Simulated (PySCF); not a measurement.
OSn, charge +1, doublet, at a GFN2-xTB geometry (such geometries of metal compounds can be far from the true shape) (a state made from the parent by changing its charge; the spin is typed, not shown lowest) (all electrons, no relativity); CAMB3LYP/STO-3G (PySCF).

PySCF was given this input:
```python
from pyscf import gto, scf, dft

mol = gto.Mole()
mol.atom = '''
    Sn   -0.00000000   -0.00000000   -0.26509703
    O     0.00000000    0.00000000    1.65685642
'''
mol.basis = 'sto-3g'
mol.charge = 1
mol.spin = 1
mol.verbose = 4
mol.build()

mf = dft.UKS(mol)
mf.xc = 'camb3lyp'
mf.grids.prune = dft.gen_grid.treutler_prune
mf.kernel()
```

It wrote (shortened):

```
PySCF version 2.14.0

[INPUT] verbose = 4
[INPUT] num. atoms = 2
[INPUT] num. electrons = 57
[INPUT] charge = 1
[INPUT] spin (= nelec alpha-beta = 2S) = 1
[INPUT] symmetry False subgroup None
[INPUT] Mole.unit = angstrom
[INPUT] Symbol           X                Y                Z      unit          X                Y                Z       unit  Magmom
[INPUT]  1 Sn     0.000000000000   0.000000000000  -0.265097030000 AA    0.000000000000   0.000000000000  -0.500960783136 Bohr   0.0
[INPUT]  2 O      0.000000000000   0.000000000000   1.656856420000 AA    0.000000000000   0.000000000000   3.131004861527 Bohr   0.0

nuclear repulsion = 110.133200347802
number of shells = 14
number of NR pGTOs = 96
number of NR cGTOs = 32
basis = sto-3g
ecp = {}

******** <class 'pyscf.dft.uks.UKS'> ********
method = UKS
initial guess = minao
damping factor = 0
level_shift factor = 0
DIIS = <class 'pyscf.scf.diis.CDIIS'>
diis_start_cycle = 1
diis_space = 8
diis_damp = 0
SCF conv_tol = 1e-09
SCF conv_tol_grad = None
SCF max_cycles = 50
direct_scf = True
direct_scf_tol = 1e-13
number electrons alpha = 29  beta = 28
XC library pyscf.dft.libxc version 7.1.2
    S. Lehtola, C. Steigemann, M. J. T. Oliveira, and M. A. L. Marques,  SoftwareX 7, 1–5 (2018)
XC functionals = camb3lyp
    T. Yanai, D. P. Tew, and N. C. Handy,  Chem. Phys. Lett. 393, 51 (2004)
radial grids:
    Treutler-Ahlrichs [JCP 102, 346 (1995); DOI:10.1063/1.469408] (M4) radial grids

becke partition: Becke, JCP 88, 2547 (1988); DOI:10.1063/1.454033
pruning grids: <function treutler_prune>
grids dens level: 3
symmetrized grids: False
atomic radii adjust function: <function treutler_atomic_radii_adjust>
small_rho_cutoff = 0
Set gradient conv threshold to 3.16228e-05
tot grids = 34496
init E= -6022.93515291541

cycle= 1 E= -6039.22327527478  delta_E= -16.3  |g|= 0.376  |ddm|= 1.56
cycle= 2 E= -6037.13334158901  delta_E= 2.09  |g|= 1.82  |ddm|= 2.23
cycle= 3 E= -6039.3311049952  delta_E= -2.2  |g|= 0.142  |ddm|= 1.71
cycle= 4 E= -6039.34483023859  delta_E= -0.0137  |g|= 0.0371  |ddm|= 0.155
cycle= 5 E= -6039.34634442107  delta_E= -0.00151  |g|= 0.00931  |ddm|= 0.0709
cycle= 6 E= -6039.34681970625  delta_E= -0.000475  |g|= 0.00803  |ddm|= 0.0681
cycle= 7 E= -6039.34713442828  delta_E= -0.000315  |g|= 0.00244  |ddm|= 0.0778
cycle= 8 E= -6039.34720911699  delta_E= -7.47e-05  |g|= 0.00142  |ddm|= 0.0381
cycle= 9 E= -6039.34722967294  delta_E= -2.06e-05  |g|= 0.000236  |ddm|= 0.025
cycle= 10 E= -6039.34723020089  delta_E= -5.28e-07  |g|= 5.92e-05  |ddm|= 0.00391
cycle= 11 E= -6039.34723021256  delta_E= -1.17e-08  |g|= 2.04e-05  |ddm|= 0.000814
cycle= 12 E= -6039.34723021342  delta_E= -8.56e-10  |g|= 1e-05  |ddm|= 0.000211
Extra cycle  E= -6039.34723021297  delta_E= 4.47e-10  |g|= 2.66e-05  |ddm|= 4.84e-05
converged SCF energy = -6039.34723021297  <S^2> = 0.79671053  2S+1 = 2.0461774
```
